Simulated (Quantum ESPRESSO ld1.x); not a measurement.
Problem. The table gives one normalised radial function P(r) = r R(r) (large component) of Er in [Xe] 4f12 6s2 (r in bohr). Method: Dirac Kohn-Sham, PBE, spin-unpolarised, spherical densities, point nucleus; open shells are shared between the two j in proportion to 2j + 1; computed with ld1.x of Quantum ESPRESSO 7.5.

| r | P |
|---|---|
| 0.001882 | 0.0216 |
| 0.002191 | 0.0241 |
| 0.00255 | 0.0267 |
| 0.002993 | 0.0296 |
| 0.003484 | 0.0325 |
| 0.004089 | 0.0355 |
| 0.00476 | 0.0383 |
| 0.005586 | 0.0409 |
| 0.006503 | 0.0431 |
| 0.00757 | 0.0446 |
| 0.008884 | 0.0451 |
| 0.01034 | 0.0444 |
| 0.01214 | 0.0418 |
| 0.01413 | 0.0374 |
| 0.01658 | 0.0301 |
| 0.0193 | 0.0205 |
| 0.02247 | 0.0083 |
| 0.02637 | -0.0071 |
| 0.0307 | -0.0236 |
| 0.03603 | -0.0412 |
| 0.04194 | -0.0563 |
| 0.04922 | -0.0677 |
| 0.0573 | -0.0712 |
| 0.0667 | -0.0649 |
| 0.07828 | -0.0458 |
| 0.09113 | -0.0161 |
| 0.1069 | 0.0235 |
| 0.1245 | 0.0622 |
| 0.1461 | 0.0932 |
| 0.1701 | 0.1027 |
| 0.198 | 0.0851 |
| 0.2324 | 0.0363 |
| 0.2705 | -0.0297 |
| 0.3174 | -0.0997 |
| 0.3695 | -0.1431 |
| 0.4337 | -0.1431 |
| 0.5048 | -0.0922 |
| 0.5877 | -0.0017 |
| 0.6897 | 0.1099 |
| 0.8029 | 0.1995 |
| 0.9422 | 0.2461 |
| 1.097 | 0.2285 |
| 1.287 | 0.1435 |
| 1.499 | 0.0133 |
| 1.745 | -0.1416 |
| 2.047 | -0.3026 |
| 2.383 | -0.4300 |
| 2.797 | -0.5198 |
| 3.256 | -0.5561 |
| 3.821 | -0.5413 |
| 4.448 | -0.4811 |
| 5.178 | -0.3894 |
| 6.077 | -0.2813 |
| 7.074 | -0.1870 |
| 8.302 | -0.1083 |
| 9.665 | -0.0566 |
| 11.34 | -0.0245 |
| 13.2 | -0.0094 |

Which n and l does it have? It may be an empty orbital.

Solution. n = 6, l = 0: the number of nodes gives n - l - 1 = 5, the rise at small r points to l (this Dirac orbital starts as r^gamma with gamma = sqrt((l + 1)^2 - (Z/c)^2) = 0.87; the j = 1/2 orbital of l + 1 starts with the same power, but with a smaller coefficient, and then steepens), and the extent must fit the shell. The curve is that of 6s1/2. 6s1/2: eigenvalue -3.834 eV, 5 radial nodes at r = 0.0246, 0.0975, 0.253, 0.589, 1.52 bohr, <r> = 4.02 bohr, 90 % of the charge inside 5.99 bohr.
